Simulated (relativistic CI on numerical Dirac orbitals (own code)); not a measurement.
S⁶⁺: sensitivity of the levels to the model

Base calculation: Dirac-Coulomb-Breit CI, KLI orbitals optimised for each configuration, model QED (radiative potential, 1s self-energy scaled to tabulated hydrogen-like ionisation energies), unscaled Slater integrals.

Configurations in the expansion (outside the closed core 1s2): 2s2.2p6, 2s2.2p5.3s, 2s2.2p5.3p, 2s2.2p5.3d, 2s.2p6.3s, 2s2.2p5.4s, 2s2.2p5.4p, 2s2.2p5.4d, 2s.2p6.3p, 2s2.2p5.4f, 2s2.2p5.5s, 2s2.2p5.5p, 2s2.2p5.5d, 2s2.2p5.5f, 2s2.2p5.5g, 2s2.2p4.3s2, 2s.2p6.3d, 2s2.2p4.3s.3p, 2s2.2p4.3p2, 2s2.2p4.3s.3d, 2s.2p6.4s, 2s.2p6.4p, 2s2.2p4.3p.3d, 2s.2p6.4d, 2s.2p6.4f, 2s.2p5.3s2, 2s2.2p4.3d2, 2s.2p6.5s, 2s.2p6.5p, 2s.2p5.3s.3p, 2s.2p6.5d, 2s.2p6.5f, 2s.2p6.5g. Levels of other configurations are missing.

The lowest level and the first level of each name with at least 55 % of one term (blank where a level has no safe partner in the second run):

```
           Level  Base (cm⁻¹)  Shift (cm⁻¹)
    2s2.2p6 1S_0            0             0
2s2.2p5.3s 3P°_2      1364403         +8827
2s2.2p5.3s 3P°_1      1368880         +8827
2s2.2p5.3s 3P°_0      1374358         +8827
2s2.2p5.3s 1P°_1      1381206         +8827
 2s2.2p5.3p 3S_1      1459028         +9306
 2s2.2p5.3p 3D_3      1475951         +9295
 2s2.2p5.3p 3D_2      1477215         +9295
 2s2.2p5.3p 3D_1      1480893         +9295
 2s2.2p5.3p 3P_0      1491537         +9294
 2s2.2p5.3p 3P_1      1493218         +9295
 2s2.2p5.3p 1S_0      1555789         +9297
2s2.2p5.3d 3P°_0      1616333         +9247
2s2.2p5.3d 3P°_1      1617529         +9247
2s2.2p5.3d 3P°_2      1620058         +9247
2s2.2p5.3d 3F°_4      1623381         +9242
2s2.2p5.3d 3F°_3      1625468         +9242
2s2.2p5.3d 3F°_2      1628828         +9242
2s2.2p5.3d 1F°_3      1631882         +9242
2s2.2p5.3d 3D°_1      1638577         +9242
2s2.2p5.3d 3D°_3      1639681         +9242
2s2.2p5.3d 3D°_2      1640363         +9242
```

At this charge configurations can still be misplaced by up to about 7 % of their energy. 22 of the 29 excited levels that our extract of the measured tables holds in this range could be paired (the sources list more); they are missed by 6549 cm⁻¹ on average and 7855 at most, and levels without a partner can miss by more.

(1) One thing was changed in a second run, which moved the levels as shown. Which?
A. Breit term removed
B. configuration mixing switched off
C. P86 correlation estimate
D. QED terms removed

Results:

(1) C. P86 correlation estimate. A correlation estimate moves all levels of a configuration together before mixing; mixed levels move by a weighted share.

LS names give the leading component of a level, which can be under half, so a name can repeat, a term be missing and a line seem to break the LS rules.
